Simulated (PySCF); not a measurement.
C5H9N. Atoms are numbered in the order given.

```xyz
15

C      2.4427     0.0850     0.0000
C      1.1150     0.0415     0.0000
C      0.0315    -0.0344    -1.0594
N     -0.9220    -0.4152     0.0000
C     -2.2364     0.1691     0.0000
C      0.0315    -0.0344     1.0594
H      3.0105     0.1033    -0.9347
H      3.0105     0.1033     0.9347
H     -0.1822     0.9585    -1.5140
H      0.1559    -0.7701    -1.8740
H     -2.2247     1.2853     0.0000
H     -2.7979    -0.1618    -0.8887
H     -2.7979    -0.1618     0.8887
H      0.1559    -0.7701     1.8740
H     -0.1822     0.9585     1.5140
```
Charge 0, spin multiplicity 1.

The structure is a stationary point at B3LYP-D3(BJ)/def2-SVP.

The numbers are results of HF/def2-TZVP run with PySCF, not measurements.

Computed frontier levels, gap, dipole moment and polarisability:
```yaml
highest_occupied_level: -9.30 eV
lowest_empty_level: 3.79 eV
orbital_gap: 13.09 eV
dipole_moment: 0.181 e·Å
quadrupole, principal values (traceless, Buckingham form, about the centre of nuclear charge): -5.35, 1.75, 3.59 D·Å
mean_static_polarisability: 66.0 bohr³ (9.78 Å³)
polarisability_principal_values: 50.3, 61.4, 86.3 bohr³
```
